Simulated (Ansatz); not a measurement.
Reaction (SMILES): [CH2]B(S)S -> [CH2-]B(S)S (an electron is taken up)
Geometries: B3LYP-D3(BJ)/def2-TZVP minima from Ansatz (a program for electronic structure), one conformer each, not searched for the lowest.
Geometry of the first species:
```
B
C 1 1.5158
H 2 1.0840 1 122.94
H 2 1.0846 3 114.56 1 180.00
S 1 1.8138 2 123.17 3 0.00
H 5 1.3437 1 97.56 2 0.00
S 1 1.8150 2 117.37 3 180.00
H 7 1.3442 1 99.11 2 180.00
```
Charge 0, spin multiplicity 2.

Quantity: adiabatic electron affinity (electronic energy difference), positive where the reaction releases energy, in eV. Correlated levels leave the core frozen unless marked. Open shells are spin-unrestricted. No spin-orbit coupling. Non-relativistic. Anions need diffuse functions: aug- sets have them; def2-D sets add few; the other sets have none. Basis-set limits of correlation are two-point, X^-3; Hartree-Fock from the larger set.

CCSD(T)/CBS(aug-cc-pV(T+d)Z,aug-cc-pV(Q+d)Z) (Ansatz) gives 2.03 eV.

Another calculation gave 1.87 eV. Which level was it?
A) CAM-B3LYP/def2-TZVPD (Ansatz)
B) SVWN5/def2-TZVPD (Ansatz)
C) r2SCAN0/def2-TZVPD (Ansatz)

A, CAM-B3LYP/def2-TZVPD (Ansatz). The others give 1.67 (r2SCAN0), 2.12 (SVWN5) eV.
